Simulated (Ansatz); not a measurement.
C₂H₇NSSi (`C[SiH2]NC=S`), charge 0, multiplicity 1.

Problem. Give a relaxed structure at PBE0-D4/def2-TZVP (Ansatz). (An estimate is asked.)

Solution. The calculation gave: 
```xyz
12

C     1.627    0.696   -0.177
Si    0.145   -0.129   -0.935
N    -0.904   -0.929    0.253
C    -1.647   -0.259    1.144
S    -1.661    1.368    1.299
H     2.301    1.031   -0.970
H     2.174   -0.003    0.459
H     1.331    1.558    0.420
H     0.577   -1.292   -1.760
H    -0.670    0.784   -1.768
H    -1.001   -1.934    0.254
H    -2.271   -0.889    1.781
```
This is one stationary point; other conformers may exist.
